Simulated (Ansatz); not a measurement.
Ideal-gas functions of ClFGeH2, SMILES `[F][GeH2][Cl]` at 400 K and 1 bar, from an Ansatz frequency run at PBE0-D4/def2-TZVP.

Molar mass 129.08 g/mol, point group Cs (symmetry number 1), electronic degeneracy 1, moments of inertia 40.021, 146.048, 179.194 u Å². Harmonic wavenumbers (cm⁻¹, unscaled): 194, 443, 551, 644, 713, 798, 854, 2200, 2215.

Use S(trans) = R[1.5 ln M + 2.5 ln T − 1.1517]; rotational temperatures θ = 24.2544 K / I; S(rot) = R[ln(√π/σ · √(T³/θAθBθC)) + 1.5]; for each mode x = 1.438777 ν̃/T, S = R[x/(eˣ − 1) − ln(1 − e⁻ˣ)] and H = RT x/(eˣ − 1); 1 cm⁻¹ = 0.0119627 kJ/mol; R = 8.31446 J/(mol·K).

By hand: the entropy, in J/(mol·K).

Translation 175.6. Rotation: θ = 0.606, 0.1661, 0.1354 K, giving 109.8. Vibration, mode by mode: 11.47, 5.27, 3.87, 2.97, 2.44, 1.92, 1.64, 0.03, 0.03, in all 29.6. Electronic 0.0. Sum 315.0 J/(mol·K).

By hand: H − E and G − E in kJ/mol, counted from the electronic energy.

Zero-point energy ½ × 8612 × 0.0119627 = 51.5; thermal vibration 7.3; translation, rotation and pV give 4 RT = 13.3. H − E = 72.1 kJ/mol, and G − E = 72.1 − 400 × 315.0/1000 = -53.9 kJ/mol.

Vibration gives 9 % of the entropy.
